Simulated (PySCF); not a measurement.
**From a computed spectrum to the compound**

A species of 5 atoms with charge 2 has these harmonic modes (PBE0, small Gaussian bases with core potentials, PySCF 2.14.0):

```csv
cm⁻¹,km/mol,symmetry
294,0.0,
295,0.0,
311,0.0,
413,60.2,
415,59.8,
690,262.7,
716,97.8,
717,97.1,
814,0.0,
```

Problem. Which species is it, and in which structure?

Solution. [Hf2O3]2+ (singlet):
```xyz
5

Hf    0.0000    0.0000    1.3157
Hf    0.0000    0.0000   -1.3157
O     1.4253    0.0000    0.0000
O    -0.7126    1.2343    0.0000
O    -0.7127   -1.2343    0.0000
```
Ideal gas at 298.15 K and 1 bar: S = 320.6 J/(mol K), Cp = 79.2 J/(mol K), H − H(0 K) = 15.8 kJ/mol (rigid rotor, harmonic modes, spin degeneracy alone). 
 This is one of several that fit.
